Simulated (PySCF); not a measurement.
Be(Me)(SeH) (CH4BeSe), SMILES [CH3][Be][SeH].

Coordinates come from a B3LYP-D3(BJ)/def2-TZVP optimisation. The values are those of a single conformer.

These are PySCF with TDA-CAM-B3LYP/def2-SVPD values and carry that method's errors.

Vertical excitations. 

Computed lowest excited states:
```
state  energy (eV)  λ (nm)      f                                                               main pairs
-----  -----------  ------  -----  -----------------------------------------------------------------------
S1            5.10     243  0.003                                                           HOMO→LUMO 87 %
S2            5.73     217  0.054                                       HOMO→LUMO+1 77 %, HOMO→LUMO+3 13 %
S3            6.35     195  0.078  HOMO→LUMO+2 52 %, HOMO−1→LUMO 23 %, HOMO−1→LUMO+1 11 %, HOMO→LUMO+5 8 %
S4            6.56     189  0.039   HOMO→LUMO+4 28 %, HOMO→LUMO+6 23 %, HOMO→LUMO+8 17 %, HOMO→LUMO+3 12 %
S5            6.59     188  0.048                                       HOMO−1→LUMO 57 %, HOMO→LUMO+2 27 %
S6            7.14     174  0.002                                                       HOMO−1→LUMO+2 81 %
S7            7.19     173  0.006                                       HOMO→LUMO+3 60 %, HOMO→LUMO+6 27 %
S8            7.22     172  0.155                   HOMO−1→LUMO+1 55 %, HOMO−2→LUMO 17 %, HOMO−1→LUMO 10 %
S9            7.39     168  0.005                      HOMO→LUMO+4 52 %, HOMO→LUMO+6 30 %, HOMO→LUMO+7 9 %
S10           7.66     162  0.031                                                         HOMO→LUMO+5 75 %
T1            4.77     260      0                                                           HOMO→LUMO 83 %
T2            5.48     226      0                                                         HOMO→LUMO+1 76 %
T3            5.49     226      0                                       HOMO→LUMO+2 78 %, HOMO→LUMO+5 12 %
T4            6.06     205      0                                     HOMO−1→LUMO 73 %, HOMO−1→LUMO+1 13 %
```
Triplets are in the Tamm–Dancoff approximation.
